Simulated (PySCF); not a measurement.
Working with the constants of AlSn⁺

UHF-CCSD(T) constants of AlSn⁺, ³Π (triplet), unpaired electrons σ ↑, π ↑ (basis Al cc-pV(D+d)Z, Sn cc-pVDZ-PP with ECP28; scalar-relativistic core potentials; PySCF 2.14; masses 26.9815 and 119.9022 u):

* ωe: 151.2 cm⁻¹
* ωexe: 0.86 cm⁻¹
* Be: 0.080346 cm⁻¹
* αe: 0.000645 cm⁻¹
* D (centrifugal): 9.07e-08 cm⁻¹
* De to Al⁺ + Sn: 0.95 eV

Q: Give the vibrational terms G(v) and spacings up to v = 6.

A: G(v) = ωe(v+½) − ωexe(v+½)².

| v | G(v) (cm⁻¹) | G(v) − G(v−1) | Bv (cm⁻¹) |
| --- | --- | --- | --- |
| 0 | 75.4 |  | 0.08002 |
| 1 | 224.9 | 149.5 | 0.07938 |
| 2 | 372.6 | 147.8 | 0.07873 |
| 3 | 518.7 | 146.0 | 0.07809 |
| 4 | 663.0 | 144.3 | 0.07744 |
| 5 | 805.6 | 142.6 | 0.07680 |
| 6 | 946.5 | 140.9 | 0.07615 |

Q: How well does the Morse estimate ωe²/(4ωexe) reproduce De, and what is D0?

A: It gives 0.82 eV, 87 % of the computed De. D0 = De − G(0) = 0.95 − 0.01 = 0.94 eV.

Correlated steps freeze 9 core orbitals. Correlated levels converge slowly with the basis: in double zeta they bind strong bonds too weakly, by up to about 1 eV, and carry superposition errors of some tenths. These are scalar-relativistic numbers at best; spin–orbit coupling would shift them, the dissociation energy most. For an ion De counts to the pair picked by the measured ionisation energies or electron affinities, which need not be the lowest pair at this level. The state is the lowest determinant that a PBE0 search found; another state may lie lower at other levels.
